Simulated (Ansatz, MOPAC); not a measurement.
The molecule Mg₂-, multiplicity 2 (lowest of 2S+1 = 2, 4 at CCSD(T)/def2-TZVPP on PBE0 minima; our sources give no spin for the ground state, which may be another).

Seven points along R, fitted to fifth degree in 1/R; most abundant isotopes. Runs in def2 and cc sets follow the lowest solution found near the PBE0 minimum.

Correlated levels freeze the inner cores; with def2 sets outer-core shells near the valence are correlated too. The state that AM1 reach isn't checked.

Codes used: Ansatz (an electronic-structure program); MOPAC for AM1 (differences of heats of formation). Values without a source in brackets are computed.

**Question.** What bond length and harmonic frequency does AM1 give?

**Answer.** r_e = 3.300 Å, ω_e = 278 cm⁻¹.

**Question.** What bond length and harmonic frequency does CCSD(T)/def2-TZVPP give?

**Answer.** r_e = 3.134 Å, ω_e = 155 cm⁻¹.

**Question.** What bond length and harmonic frequency does CCSD(T)/def2-QZVPP give?

**Answer.** r_e = 3.164 Å, ω_e = 151 cm⁻¹.
